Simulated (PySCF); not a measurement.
## Electron correlation in Si²⁺ (silicon, charge +2)

[Ne] 3s2, closed-shell 1S. All numbers are calculated (PySCF 2.14, the spin-free X2C one-electron Hamiltonian (Gaussian nucleus), in x2c-SVPall). Frozen: [Ne]; 2 electrons correlated.

Total MP2 correlation energy: -29.28 mhartree.

Same-spin part 0.00 and opposite-spin part -29.28 mhartree; SCS-MP2 scales them by 1/3 and 6/5 to -35.14 mhartree.

With two correlated electrons CCSD is exact within the correlated space (frozen core and kept virtual orbitals).

| level | correlation energy (mhartree) |
| --- | --- |
| CCSD | -43.45 |

Diagnostics: T1 = 0.0059, D1 = 0.0083, largest double amplitude 0.116.

Problem. Is a single reference adequate?

Solution. Mostly. T1 lies below 0.03, but a double amplitude of this size points to a near-degeneracy that CCSD handles and MP2 describes poorly.
